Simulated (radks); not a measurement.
Tb XVII, configuration [Kr] 4d10 5s2 5p1 (not the ground configuration). All-electron calculation, Dirac Kohn-Sham, PBE, spin-unpolarised, spherical densities, finite nucleus; open shells fill j = l - 1/2 first; Fermi nuclear charge, rms radius 5.06 fm. Program: a radial shooting solver on a logarithmic mesh with Libxc functionals.

X-ray form factor f0, the Fourier transform of the density (f0(0) = 49):

| sin(theta)/lambda (1/angstrom) | f0 (electrons) |
|---|---|
| 0.05 | 48.795 |
| 0.1 | 48.190 |
| 0.15 | 47.219 |
| 0.2 | 45.932 |
| 0.25 | 44.393 |
| 0.3 | 42.667 |
| 0.4 | 38.925 |
| 0.5 | 35.155 |
| 0.6 | 31.644 |
| 0.8 | 25.821 |
| 1 | 21.577 |
| 1.25 | 17.993 |
| 1.5 | 15.598 |
| 2 | 12.011 |
